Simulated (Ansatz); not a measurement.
Computed with Ansatz on PBE0-D4/def2-TZVP structures; ΔE is electronic, products minus reactants. CBS: MP2 limit from def2 TZ/QZ plus the TZ coupled-cluster correction, frozen cores. This one scheme is used for every species. Functionals use def2-TZVPP. HSE06 is defined as in plane-wave codes. For Se outer-core shells are correlated without core-valence functions, which leaves a few kJ/mol of doubt a bond. Scalar relativity is left out up to krypton. One conformer a species, not always the lowest.

Reaction (cleavage of the Si–B bond): `C[Se]B[SiH3]` + `[SiH3]P` → `[SiH3]P[SiH3]` + `B[Se]C`

```
         level  ΔE (kJ/mol)  difference from CCSD(T)/CBS
      HSE06-D4        -34.9                          0.4
       ωB97M-V        -36.8                         -1.5
        B2PLYP        -33.6                          1.7
        revPBE        -29.5                          5.8
          BLYP        -27.6                          7.7
          PBE0        -33.1                          2.2
       r2SCANh        -35.1                          0.2
   HF/def2-SVP        -33.3                          2.0
 CCSD/def2-SVP        -25.9                          9.4
MP2/def2-TZVPP        -39.4                         -4.1
   CCSD(T)/CBS        -35.3                            0
```

Largest T1 diagnostic among the species: 0.014.

From PBE to PBE0 (25 % exact exchange), in def2-TZVPP and without D4, ΔE moves by −3.1 kJ/mol. The D4 term adds −3.6 kJ/mol with B3LYP and −1.9 kJ/mol with PBE0; it sums over pairs of atoms, weighted by their polarisabilities, and B3LYP, whose exchange is more repulsive, gets the larger term. Leaving LDA and LC-ωPBE aside and taking each functional with its dispersion term where it has one, the values, not all of them listed here, spread over 4.9 kJ/mol, from BHLYP-D4 to PBE-D4.

B3LYP here is the variant with VWN-RPA as its local correlation; programs differ in this.
